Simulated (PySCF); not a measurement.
Simulated Cl 2p region for `[Cl][GaH2]`, binding energy against the vacuum level.

Every computed line was given a Gaussian of 1.0 eV full width at half maximum and an area set by the number of equivalent atoms (split 2:1 within a doublet); the highest printed point is 100. The calculation used PySCF 2.14.0, delta-SCF UKS SCAN, pcX-2 on the ionised atom, pcseg-1 elsewhere, spin-free X2C.

binding energy (eV), intensity and a bar:
```
    204.1          0 
    204.2          1 
    204.3          1 
    204.4          3 #
    204.5          5 #
    204.6          8 ##
    204.7         14 ####
    204.8         22 ######
    204.9         32 #########
    205.0         44 #############
    205.1         58 #################
    205.2         72 ######################
    205.3         85 ##########################
    205.4         95 ############################
    205.5        100 ##############################
    205.6        100 ##############################
    205.7         94 ############################
    205.8         84 #########################
    205.9         71 #####################
    206.0         58 #################
    206.1         45 #############
    206.2         34 ##########
    206.3         26 ########
    206.4         22 ######
    206.5         21 ######
    206.6         23 #######
    206.7         28 ########
    206.8         34 ##########
    206.9         40 ############
    207.0         45 ##############
    207.1         49 ###############
    207.2         50 ###############
    207.3         49 ###############
    207.4         45 #############
    207.5         39 ############
    207.6         32 ##########
    207.7         25 #######
    207.8         18 #####
    207.9         13 ####
    208.0          8 ##
    208.1          5 ##
    208.2          3 #
    208.3          2 
    208.4          1 
    208.5          0 
    208.6          0
```

Q: How many maxima does the curve show, and how many computed lines lie under it?

A: The curve has 2 maxima (at 205.5 and 207.2 eV). Under it lie 2 lines from 1 inequivalent chlorine site, drawn as a 2p3/2, 2p1/2 pair.

Q: Decompose the envelope and assign each component. Numbering: `[Cl:1][GaH2:2]`.

A: 
```tsv
position (eV)	relative area	line	atoms	environment
205.54	0.67	Cl 2p3/2	Cl1	chlorine bonded to Ga
207.20	0.33	Cl 2p1/2	Cl1	chlorine bonded to Ga
```

Shake-up satellites, vibrational structure and lifetime widths aren't simulated. For 2p shells one spin-free hole was relaxed; a mean-field spin–orbit operator and the ground-state splitting of the three 2p orbitals were then diagonalised within the shell. The shell's mean is (2 × 2p3/2 + 2p1/2)/3, and the degeneracies 2j + 1 give areas of 2:1. 2p1/2 minus 2p3/2 (ligand field included): Cl 1.65 eV. Isolated species at its PBE0-D3(BJ)/def2-SVP geometry, gas phase.
